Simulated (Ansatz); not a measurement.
BFO, charge +1, doublet, geometry from GFN2-xTB (a state made from the parent by changing its charge; the spin is typed, not shown lowest). Base run: SVWN5/cc-pVTZ (Ansatz, a first-principles code).

Geometry (Å):
```xyz
3

F      0.0000     0.0000    -1.1865
B      0.0000     0.0000     0.0726
O      0.0000     0.0000     1.2894
```
Charge +1, spin multiplicity 2.
Orbitals are unrestricted.
All else is at Ansatz's defaults.
Base energy -198.14593 Eh.

The base run was repeated with changes; each row names its change, and settings that it needs were set with it.

```json
[
 {"change": "base", "ΔE vs base (kcal/mol)": "0.000"},
 {"change": "final_grid = 4, 8, 17", "ΔE vs base (kcal/mol)": "0.054"},
 {"change": "point_charge = charge:1.0 position_ang:3.5992, -2.2447, 0.2241", "ΔE vs base (kcal/mol)": "76.8"},
 {"change": "lower_state_search = full", "ΔE vs base (kcal/mol)": "0.000"},
 {"change": "point_charge = charge:0.5 position_ang:3.5953, -2.1906, -0.4844", "ΔE vs base (kcal/mol)": "38.58"},
 {"change": "lower_state_search = light", "ΔE vs base (kcal/mol)": "0.000"},
 {"change": "final_grid = 14, 28, 59", "ΔE vs base (kcal/mol)": "0.000"},
 {"change": "point_charge = charge:-1.0 position_ang:3.972, -0.6826, 1.3915", "ΔE vs base (kcal/mol)": "-79.7"},
 {"change": "fitting.mean_field = cc-pVTZ-JKFIT", "ΔE vs base (kcal/mol)": "-0.015"},
 {"change": "fitting.mean_field = def2-universal-JKFIT", "ΔE vs base (kcal/mol)": "-0.020"},
 {"change": "final_grid = 6, 12, 29", "ΔE vs base (kcal/mol)": "-0.002"}
]
```
